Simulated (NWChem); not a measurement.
System: C2H2F4; SMILES FC(F)C(F)F

```xyz
8

F      1.0923    -1.3566     0.0691
C      0.0000    -0.6847    -0.3297
F     -1.0923    -1.3567     0.0693
C      0.0000     0.6847     0.3297
F     -1.0923     1.3567    -0.0693
F      1.0923     1.3566    -0.0691
H     -0.0002    -0.5952    -1.4306
H     -0.0002     0.5952     1.4306
```
Atoms are numbered in this order, from 1.

Results from NWChem. Pople sets run with spherical d functions. Medium grid unless said otherwise, to which SCAN and Minnesota functionals are sensitive. Structure relaxed at the PBE0/def2-SVP level.

For level M06-2X/6-31G*:

- highest occupied level (eV): -11.06
- orbital gap (eV): 14.85

### Question
What are these values for level PBE/6-31G*?

### Answer
highest occupied level (eV): -7.39
orbital gap (eV): 8.88
